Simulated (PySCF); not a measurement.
**Ionisation energy of Br+ by level of theory**

Br+ [Ar] 3d10 4s2 4p4 (3P) → Br(2+) [Ar] 3d10 4s2 4p3 (4S), as a difference of total energies. Calculation: PySCF 2.14, in aug-cc-pVTZ-PP with one added diffuse shell each of s, d, f type with ECP10MDF (7s5p5d3f, 68 functions); scalar relativity through the core potential. Correlated levels: valence: 3s2 3p6 3d10 frozen. The calculations carry no spin-orbit coupling.

Q: Order these methods by the ionisation energy they give, lowest first.
A. PBE0
B. MP2 (valence)
C. r2SCAN
D. M06

A: B (20.935 eV), D (21.243 eV), A (21.329 eV), C (21.401 eV).

Errors of the correlated levels include the incompleteness of this basis and the frozen core.

For comparison: 21.409 eV (measured; NIST levels, between the centres of gravity of the two terms).
